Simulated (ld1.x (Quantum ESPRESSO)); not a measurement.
**Pseudopotential generation for oxygen (O): RRKJ, PBEsol, scalar-relativistic.**

| Quantity | Value |
| --- | --- |
| Element | O |
| Generator | ld1.x (Quantum ESPRESSO) 7.5 |
| Type | norm-conserving RRKJ (Kleinman–Bylander form) |
| Functional | PBEsol |
| Relativity | scalar-relativistic |
| Frozen core | [He] |
| Valence charge | 6 |
| Reference configuration | 2s2 2p2 (charge +2) |
| Partial waves | 2p (bound): rc 1.65 bohr; 3d channel at 0.05 Ry: rc 1.65 bohr; 2s (bound): rc 0.75 bohr |
| Local potential | the s channel |
| Core correction | a·sin(br)/r model core, default radius (core density twice the valence density) |

Q: Estimate the cutoffs (Ry, on a coarse ladder) from which the occupation-weighted sum of valence levels, in a spherical-Bessel basis at the reference potential, stays within 10 and 1 mRy of its value at 400 Ry.

A: 90 Ry and 200 Ry.

Q: Does the potential have ghost states?

A: No extra level below or beside the all-electron valence levels (p, d, s, f tested).

Q: Which valence shell sets the plane-wave cutoff?

A: 2s: its level needs 180 Ry to come within 1 mRy, against 50 Ry for 2p.

Q: Tests: 2s2 2p4; 2s2 2p3; 2s2 2p1; 2s0 2p6; 2s1 2p4; 2s2 2p4.3; 2s2 2p3.5. Which has the largest error in its energy relative to the reference configuration, and how large is it?

A: 2s0 2p6, with +961 meV (all-electron minus pseudo) on -20.09 eV.
